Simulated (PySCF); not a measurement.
1,1-difluoro-1-methoxyethane (C₃H₆F₂O), SMILES COC(C)(F)F.

Geometry optimised at PBE0-D3(BJ)/def2-SVP. Other conformers were not sampled.

Two levels are set side by side: TDA-PBE/def2-SVPD (PySCF) and TDA-LC-ωPBE/def2-SVPD (PySCF). Vertical, same geometry. The lowest singlet is HOMO→LUMO 100 % with PBE and HOMO→LUMO 82 % with the other functional; states are paired by order. Differences are taken from unrounded values.

| quantity | TDA-LC-ωPBE | TDA-PBE | TDA-PBE minus TDA-LC-ωPBE |
|---|---|---|---|
| lowest singlet excitation (eV) | 8.98 | 6.99 | -1.99 |
| lowest triplet excitation (TDA) (eV) | 8.75 | 6.88 | -1.86 |

A lower first singlet is the usual sign of a functional without exact exchange. Differences between two approximate levels are no errors against the true value.

Rough cost on one machine, each run with all the roots and properties that it gave: TDA-LC-ωPBE against TDA-PBE about 3 times.
